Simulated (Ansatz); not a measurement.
Consider the substitution at a C–N bond: `CCNBN` + `N[AsH2]` → `CC[AsH]N` + `NBN`.

Calculated with Ansatz (gas phase, PBE0-D4/def2-TZVP geometries, no zero-point term in ΔE). CBS: MP2 limit from def2 TZ/QZ plus the TZ coupled-cluster correction, frozen cores. DFT in def2-TZVPP. B3LYP here is the variant with VWN-RPA as its local correlation; programs differ in this. For As outer-core shells are correlated without core-valence functions, which leaves a few kJ/mol of doubt a bond. Scalar relativity is left out up to krypton. One conformer a species, not always the lowest.

| level | ΔE (kcal/mol) | difference from CCSD(T)/CBS |
| --- | --- | --- |
| PBE-D4 | -10.5 | 1.4 |
| r2SCAN-D4 | -11.0 | 0.9 |
| PBE0-D4 | -10.6 | 1.3 |
| B3LYP-D4 | -10.4 | 1.5 |
| ωB97X-V | -10.2 | 1.7 |
| ωB97M-V | -10.8 | 1.1 |
| B2PLYP | -10.9 | 1.0 |
| PBE | -10.2 | 1.7 |
| HF/def2-TZVPP | -9.1 | 2.8 |
| MP2/def2-TZVPP | -13.1 | -1.2 |
| CCSD/def2-TZVPP | -11.2 | 0.7 |
| CCSD(T)/def2-TZVPP | -11.4 | 0.5 |
| HF/def2-QZVPP | -9.0 | 2.9 |
| MP2/def2-QZVPP | -13.3 | -1.4 |
| SCS-MP2/def2-QZVPP | -12.2 | -0.3 |
| CCSD/CBS(def2) | -11.6 | 0.3 |
| CCSD(T)/CBS | -11.9 | 0 |

Largest T1 diagnostic among the species: 0.011.

In def2-TZVPP, CCSD(T) changes the Hartree–Fock value by −2.4 kcal/mol (the triples alone add −0.3 kcal/mol) and MP2 by −4.0 kcal/mol.
